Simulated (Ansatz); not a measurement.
The cluster TaO2, relaxed as a doublet with UKS PBE0-D4/def2-TZVP in Ansatz, starting from the GFN1-xTB geometry. Force threshold 0.02 eV/Å.

In the def2 sets Ta takes a core potential; there is no spin–orbit coupling. The structure holds 1 bond(s) between oxygen atoms. The charge 0 doublet is spin-contaminated (final ⟨S²⟩ up to 1.01, 0.75 for a pure state). Another isomer (doublet) lies 5.18 eV lower at PBE0-D4/def2-TZVP; other spin states weren't run for this one.

Start:

```
atom   x (Å)   y (Å)   z (Å)
 Ta1  -0.275   1.081   0.297
  O2   0.155  -0.715   0.503
  O3   0.120  -0.366  -0.800
```

Q: Estimate the energy that the relaxation releases and the steps that it takes.

A: 3.1 kcal/mol, in 5 steps; 18 s on 4 threads of Arm Neoverse V1 on a shared host. No frequencies were taken in this run, so the end may be a saddle point.

Q: Does the start keep its bonding and symmetry?

A: By distances, no bond broke or formed. The bond that changes most is O2–O3, from 1.35 to 1.44 Å (atoms count from 1). Point group C2v at the start, C2v at the end, both within 0.05 Å.

Q: Predict the relaxed structure.

A: 
Cartesian coordinates in Å:
```
Ta -0.275 1.082 0.297
O 0.156 -0.727 0.547
O 0.119 -0.355 -0.844
```
Bond lengths: 2 × O–Ta 1.88 Å; 1 × O–O 1.44 Å.
